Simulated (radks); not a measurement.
The numbers below are computed, except where a source is named.
Problem. Mean orbital radii <r> (bohr) of the arsenic ion As3+, [Ar] 3d10 4s2, of relativity; Dirac values are averaged over j with weights 2j + 1. Spin-unpolarised spherical Kohn-Sham, LDA (Slater exchange, Perdew-Wang correlation), point nucleus unless stated (finite: rms radius 4.0968 fm), a radial shooting solver on a logarithmic mesh with Libxc functionals. A level marked "c x" has the speed of light scaled by that factor.

| shell | non-rel. |
|---|---|
| 1s | 0.04644 |
| 2s | 0.2070 |
| 2p | 0.1789 |
| 3s | 0.6101 |
| 3p | 0.6220 |
| 3d | 0.6696 |
| 4s | 1.762 |

Give the values at the level "Dirac, finite nucleus".

Solution. 
shell  Dirac, finite nucleus  change of magnitude (%)
1s                   0.04556                    -1.90
2s                    0.2028                    -2.03
2p                    0.1773                    -0.95
3s                    0.5991                    -1.81
3p                    0.6172                    -0.76
3d                    0.6726                    +0.45
4s                     1.737                    -1.43
